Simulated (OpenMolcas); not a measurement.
# Cu3+: effect of the metal basis

Cu3+ with its 6 nearest oxide ions at 1.985 Å, on the Mg site of MgO (a = 4.2112 Å, distance in the model lattice 2.106 Å). The rest of the host is ab initio model potentials to 7.6 Å and point charges beyond; the distance is set by hand and nothing relaxes, and no local charge compensation is placed.

- Program: OpenMolcas 26.06
- Method: CASSCF
- Spin-orbit coupling: RASSI with atomic mean-field integrals over the reference wave functions

Fixed: ligand basis ANO-RCC-VDZP, active space 8 electrons in 5 orbitals (3d), DKH2 Hamiltonian.

States (labels of O, the rotations of Oh). Energies in cm-1 above the lowest state or level, χT in cm3 K/mol; 10Dq and B are least-squares fits to the states below 45000 cm-1, weighted by degeneracy, with a free offset, and given where the rms deviation is under 5 % of |10Dq| (or 100 cm-1) and under 700 cm-1.

```tsv
Run	Metal basis	Ground state	First state of that spin	10Dq	B (rms of fit)	First gap with spin-orbit (degeneracies)	χT at 300 K	First state of another spin	Cost
A	ANO-RCC-VDZP	3A2	3T2 12092			11636 (3, 2)	1.227	1E 15287	roughly 21 core-seconds
B	ANO-RCC-VTZP	3A2	3T2 11367	11754	1261 (197)	10979 (3, 2)	1.263	1E 16896	roughly 30 core-seconds
```

Against A, the first state of the same spin changes by -6.0 % in B.

Costs are those of the RASSCF and RASSI steps.

Without dynamic correlation the repulsion within the d shell is too large (B by tens of per cent), so at a given field states of lower spin stand too high. Ligand-to-metal charge-transfer states are missing. With no ligand orbital active B as a rule stays too high, so bands that hang on it stand too high and its fall with covalency is understated. With metal d orbitals alone and no dynamic correlation 10Dq can be off by a tenth to a fifth, either way, in oxide and fluoride hosts. The least metal-like active orbital is 76 % on the metal (Löwdin) and no ligand orbital is active, so the numbers are rough (holds for A). The least metal-like active orbital is 82 % on the metal (Löwdin) and no ligand orbital is active, so the numbers are rough (holds for B). No measured value stands beside these numbers; the geometry was set by hand and not optimised.
